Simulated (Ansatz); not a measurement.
Two isomers of C3H7GeN: A = `[CH]1=NC[CH2][GeH2]1`, B = `C=[C]1[CH2][GeH]1[NH2]`.

Isolated molecules relaxed with PBE0-D4/def2-TZVP in Ansatz; ΔE leaves out vibrations. CCSD(T)/CBS is the MP2 limit (def2-TZVPP, def2-QZVPP) plus CCSD(T) − MP2 in def2-TZVPP, frozen cores. DFT in def2-TZVPP. B3LYP here is the variant with VWN-RPA as its local correlation; programs differ in this. For Ge outer-core shells are correlated without core-valence functions, which leaves a few kJ/mol of doubt a bond. Scalar relativity is left out up to krypton. Each species was taken in one conformer, which may not be the lowest.

(1) Which is lower in electronic energy at CCSD(T)/CBS, and by how much? (An estimate is asked.)

(2) Give E(B) − E(A) in kcal/mol with B3LYP, PBE0-D4, ωB97M-V, r2SCAN-D4, B2PLYP, PBE-D4, CCSD(T)/def2-TZVPP. (Estimate.)

Largest T1 diagnostic: 0.012.

Results:

(1) Ansatz gave: A, by 22.8 kcal/mol.

(2) The calculation gave: B3LYP 22.7, PBE0-D4 24.6, ωB97M-V 23.9, r2SCAN-D4 23.3, B2PLYP 23.1, PBE-D4 23.6, CCSD(T)/def2-TZVPP 24.2. None reverses the order clearly.

From PBE to PBE0 (25 % exact exchange), in def2-TZVPP and without D4, E(B) − E(A) moves by +1.1 kcal/mol. In def2-TZVPP, CCSD(T) changes the Hartree–Fock value by −1.4 kcal/mol (the triples alone add −0.2 kcal/mol) and MP2 by −3.0 kcal/mol.
